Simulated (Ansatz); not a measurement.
Geometry optimisation, RKS B3LYP-D4/6-31G* in Ansatz 0.2.0.

The input (input.yaml):

```yaml
crystal:
  periodic: [false, false, false]
  atoms:
    - { symbol: Si, position_ang: [-0.085036, -1.017699, -0.64961] }
    - { symbol: Si, position_ang: [0.578298, 1.142373, -0.627716] }
    - { symbol: H, position_ang: [-0.165293, -1.436278, -2.075826] }
    - { symbol: H, position_ang: [0.970134, -1.8455, 0.005403] }
    - { symbol: O, position_ang: [-1.601375, -1.245054, -0.003368] }
    - { symbol: H, position_ang: [-0.004369, 0.602954, 1.976055] }
    - { symbol: F, position_ang: [-0.321807, -0.226272, 2.220526] }
    - { symbol: H, position_ang: [0.699437, 1.689254, 0.770668] }
    - { symbol: H, position_ang: [-0.381752, 2.04189, -1.322595] }
    - { symbol: H, position_ang: [1.927551, 1.322912, -1.235079] }
    - { symbol: H, position_ang: [-1.615887, -1.028479, 0.941641] }
basis:
  gaussian: { orbitals: "6-31G*" }
hamiltonian:
  xc: b3lyp
  dispersion: d4
relax:
  f_tol: 0.03
  max_steps: 50
```

Launched with:

```bash
$ ansatz run input.yaml --threads 2 --pin off --max-ram 3072MiB --backend cpu --events-out ev --progress --plain --runs-dir out
```

Problem. Where does it end, and by what steps?

Solution. The run converged. After 8 steps the energy has fallen by 0.114 eV; F7 moved furthest, 0.34 Å.

```
step  energy less start (eV)  largest force component (eV/Å)  accepted
   0                  0.0000                           1.198       yes
   1                 -0.0926                           0.259       yes
   2                 -0.1022                           0.297       yes
   3                 -0.1043                           0.465       yes
   4                 -0.0814                           0.446        no
   5                 -0.1106                           0.086       yes
   6                 -0.1106                           0.146       yes
   7                 -0.1136                           0.030       yes
   8                 -0.1138                           0.024       yes
```

```xyz
11
Properties=species:S:1:pos:R:3
Si -0.064 -1.093 -0.738
Si 0.628 1.161 -0.670
H -0.301 -1.501 -2.145
H 1.048 -1.917 -0.177
O -1.504 -1.287 0.070
H -0.137 0.647 2.036
F -0.568 -0.103 2.412
H 0.739 1.593 0.770
H -0.353 2.092 -1.289
H 1.972 1.396 -1.266
H -1.459 -0.988 0.996
```

Whether the end is a true minimum wasn't checked by a vibrational analysis.

Run time: 22 s on 2 threads of Arm Neoverse V1, on a shared host, peak memory 0.17 GiB.
